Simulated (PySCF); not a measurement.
These 2 structures share the formula C3H3BrF2. Level of theory: PBE0-D3(BJ)/def2-SVP geometry optimisation, gas phase in PySCF 2.14.0. One conformer each; no zero-point energy, no entropy. No frequencies were run at this level. Point groups hold within 0.08 Å.

Question: Rank from lowest to highest electronic energy at this level (kJ/mol).
A. `[CH2:1]=[CH:2][C:3]([F:4])([F:5])[Br:6]` with C1–C2–C3–F4 -128°
B. `[CH2:1]=[C:2]([Br:3])[CH:4]([F:5])[F:6]` with C1–C2–C4–F5 1°

Answer: A (0.0), B (2.2).

Neighbours under 10 kJ/mol apart (C=CC(F)(F)Br and C=C(Br)C(F)F) can change places with a better method, another conformer or zero-point energy.

```tsv
SMILES	E (Eh)	E rel (kJ/mol)	dipole (D)	point group	A, B, C (MHz)
C=CC(F)(F)Br	-2888.76802	0.0	2.18	C1	3630, 1602, 1410
C=C(Br)C(F)F	-2888.76717	2.2	1.58	C1	4487, 1370, 1107
```
